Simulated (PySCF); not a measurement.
The dipole of `CCO[Si](C)(C)C` from its density and from atomic charges.

Coordinates (PBE0-D3(BJ)/def2-SVP, Å) and charges (e) from the PBE0/pcSseg-1 density (PySCF):

```csv
atom,x,y,z,Mulliken,IAO,Hirshfeld,ESP-fitted
C1,3.058,-0.175,0.757,-0.2777,-0.4122,-0.1218,-0.4209
C2,1.768,-0.489,0.035,+0.0101,-0.0293,+0.0074,+0.4328
O3,0.738,0.315,0.543,-0.6504,-0.6423,-0.2317,-0.6195
Si4,-0.870,0.216,0.066,+1.0583,+1.2941,+0.4521,+1.1469
C5,-1.755,1.517,1.071,-0.6338,-0.7313,-0.2171,-0.8298
C6,-1.009,0.571,-1.773,-0.6495,-0.7426,-0.2210,-0.6897
C7,-1.540,-1.498,0.440,-0.6494,-0.7423,-0.2209,-0.7405
H8,2.948,-0.361,1.836,+0.1179,+0.1426,+0.0398,+0.1163
H9,3.885,-0.794,0.376,+0.1059,+0.1365,+0.0426,+0.0883
H10,3.323,0.885,0.622,+0.1186,+0.1429,+0.0401,+0.1154
H11,1.897,-0.319,-1.053,+0.1004,+0.1112,+0.0307,-0.0313
H12,1.525,-1.564,0.158,+0.0989,+0.1094,+0.0306,-0.0352
H13,-1.332,2.515,0.874,+0.1431,+0.1558,+0.0437,+0.1877
H14,-1.650,1.313,2.148,+0.1430,+0.1556,+0.0436,+0.1902
H15,-2.829,1.546,0.831,+0.1360,+0.1490,+0.0406,+0.1814
H16,-0.478,-0.183,-2.376,+0.1355,+0.1476,+0.0386,+0.1326
H17,-2.063,0.569,-2.094,+0.1369,+0.1513,+0.0406,+0.1454
H18,-0.585,1.559,-2.015,+0.1416,+0.1525,+0.0415,+0.1549
H19,-1.026,-2.276,-0.146,+0.1358,+0.1475,+0.0385,+0.1495
H20,-1.420,-1.741,1.507,+0.1418,+0.1526,+0.0414,+0.1687
H21,-2.613,-1.557,0.197,+0.1371,+0.1514,+0.0407,+0.1569
```

Task: Compute μ = Σ q r for each scheme (1 e·Å = 4.803 D) and compare with the dipole of the full density.

Result: The full density gives (-0.30, -0.73, -0.75) D, 1.08 D in size; dipole vectors point from the negative to the positive end.

```csv
scheme,μx,μy,μz,size (D),share of the full size (%),angle to the full dipole (°)
Mulliken,0.43,-1.15,-0.93,1.54,142,33
IAO,-0.26,-1.02,-1.01,1.46,135,6
Hirshfeld,-0.17,-0.31,-0.33,0.49,45,4
ESP-fitted,-0.30,-0.72,-0.75,1.08,100,0
```

Task: Which set comes closest?

Result: Length of the difference vector: ESP-fitted 0.00 D, IAO 0.40 D, Hirshfeld 0.60 D, Mulliken 0.86 D. Closest: ESP-fitted. ESP charges are fitted to the potential around the molecule, whose slowest-falling term is the dipole's. 

Task: What is left for the Hirshfeld atoms' own dipoles?

Result: The shares of the density sum to the whole, so what Σ q r misses lies in dipoles about the nuclei. The atomic dipoles sum to (-0.30, -0.73, -0.75) − (-0.17, -0.31, -0.33) = (-0.13, -0.42, -0.42) D, 0.60 D in size.

Task: With the origin at the mean of the coordinates, (-0.001, 0.002, 0.095) Å, which are the largest single terms, by size, of the ESP-fitted dipole along the direction of the full one?

Result: C5 +4.78, C7 -4.25, C6 -3.93, C1 +2.40, O3 +2.15 D; all 21 atoms together +1.08 D. The single terms depend on the origin, their sum doesn't.

Task: Give the size of the full dipole in other units.

Result: 1.08 D = 0.427 au = 0.226 e·Å = 3.62 × 10⁻³⁰ C·m.

The structure is a single PBE0-D3(BJ)/def2-SVP conformer in the gas phase; no vibrational or solvent corrections.

These values come from a run that also computed NMR shieldings. The run took 24 s on Arm Neoverse V2, one thread (shared host).

Shape of the structure used: `[CH3:1][CH2:2][O:3][Si:4]([CH3:5])([CH3:6])[CH3:7]`: C1–C2–O3–Si4 -177°, C2–O3–Si4–C5 180°.
